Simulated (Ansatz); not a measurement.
A structure relaxed at PBE-D4/def2-SVP in Ansatz, charge 0, singlet:

```xyz
42

Ga   -0.3985    4.7885    1.3958
As   -0.5473    4.4621   -1.1349
As   -0.1134    2.3567    1.8993
Ga   -2.1220    1.0182    1.3747
Ga   -0.3916    2.2513   -2.2815
As   -2.0885    0.8661   -1.1268
As   -1.7437   -1.3126    2.0997
Ga   -3.7582   -2.7638    1.8096
Ga   -2.0218   -1.4178   -2.0811
As   -3.7120   -2.6761   -0.7446
Ga    2.0362    1.4502    1.0878
As    1.6941    1.2602   -1.3878
As    2.2450   -0.8984    1.8241
Ga    0.3365   -2.3749    1.2960
Ga    1.9674   -1.0022   -2.3567
As    0.1485   -2.2194   -1.1984
Ga    4.4535   -1.9141    1.2420
As    4.0475   -1.8641   -1.2811
H    -1.8326    5.2786    1.8318
H     0.9555    5.5625    1.6303
H    -1.8111    5.1137   -1.6891
H     0.4511    5.3635   -1.8555
H     0.0023    2.2522    3.4194
H    -3.4774    1.6481    1.8809
H    -0.5068    2.3197   -3.8513
H    -3.4244    1.4344   -1.6004
H    -1.5262   -1.1902    3.6073
H    -5.0647   -1.9832    2.2231
H    -3.4185   -4.2598    2.1752
H    -2.2142   -1.5206   -3.6414
H    -5.0672   -2.2404   -1.2943
H    -3.7232   -4.0841   -1.3329
H     3.2901    2.3509    1.4140
H     2.8087    2.0827   -2.0307
H     2.2145   -0.8020    3.3489
H     0.5235   -3.8736    1.7529
H     1.9623   -1.0857   -3.9299
H     0.2614   -3.6508   -1.7186
H     5.6196   -0.8820    1.4910
H     4.4742   -3.4443    1.6234
H     5.1936   -1.1560   -1.9978
H     4.2774   -3.2433   -1.8924
```

Problem. Give its formula and point group.

Solution. Ga₉As₉H₂₄, a nanocrystal cut from wurtzite GaAs (hydrogen-capped). Point group C3v (tolerance 0.1 Å).

Problem. Summarise the bond lengths by kind (pairs closer than 1.2 times the sum of covalent radii, bridged metal pairs left out).

Solution. 24 × As–Ga 2.47 to 2.56 Å; 12 × Ga–H 1.58 Å; 12 × As–H 1.53 Å.

Single mean-field runs in def2-SVP are fitted with def2-universal-jkfit.
